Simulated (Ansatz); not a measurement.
An input meant for [CuCl4]- (CuCl₄⁻) (charge -1, triplet; scaled by 1.25).

```yaml
crystal:
  periodic: [false, false, false]
  atoms:
    - {symbol: Cu, position_ang: [0.000326, -0.000197, 0.000002]}
    - {symbol: Cl, position_ang: [5.225054, -0.058655, 0.016034]}
    - {symbol: Cl, position_ang: [0.058433, 5.224423, 0.012787]}
    - {symbol: Cl, position_ang: [-5.224253, 0.059210, 0.002143]}
    - {symbol: Cl, position_ang: [-0.059536, -5.224805, -0.030966]}
basis:
  gaussian: {orbitals: x2c-TZVPPall}
total_charge: -1
magnetization: {spin_polarized: true, initial_magnetization: 2}
hamiltonian: {xc: {name: PBE0}}
scf: {omitted_lower_state_checks: [starts]}
```

```sh
$ ansatz run in.yaml --threads 4 --pin off --events-out ev --progress --plain --max-ram 3916MiB
```

Shortened log:

```
Functional definition: PBE0
1454 factors; integrals over basis functions are off by at most 1.0e-3 eV
mean field evaluation 1: about -95191.7106 eV, gradient 1.1e2 eV
mean field evaluation 2: about -93561.9525 eV, gradient 5.1e2 eV
mean field evaluation 4: about -94835.4774 eV, gradient 1.8e2 eV
mean field evaluation 8: about -95249.3666 eV, gradient 4.2e0 eV
mean field evaluation 16: about -95250.1823 eV, gradient 1.1e0 eV
mean field evaluation 32: about -95250.2284 eV, gradient 1.4e-2 eV
mean field evaluation 64: about -95250.2299 eV, gradient 7.6e-6 eV
mean field -95250.22992174 eV, -3500.3813866992 hartree, gradient 7.6e-6 eV, S^2 2.605589; 0 other end points of the search recorded, 0 dependent functions left out
reference -95250.22997917 eV, -3500.3813888097 hartree; 50, 48 occupied and 182, 184 virtual orbitals, 1454 factors
Total energy: -95250.22997917 eV, -3500.3813888097 hartree
Relativity: scalar
Checks for a lower state left out: starts
```

(1) Something in this input is off. What?

Answers

(1) The coordinates are in bohr but typed as ångström. The calculation finished and met its thresholds. The result belongs to that input, not to the species as meant. The highest occupied level of an anion often lies above zero with these methods, and sets without diffuse functions describe the outer electron poorly. The charge -1 triplet is spin-contaminated (final ⟨S²⟩ up to 2.61, 2.00 for a pure state).
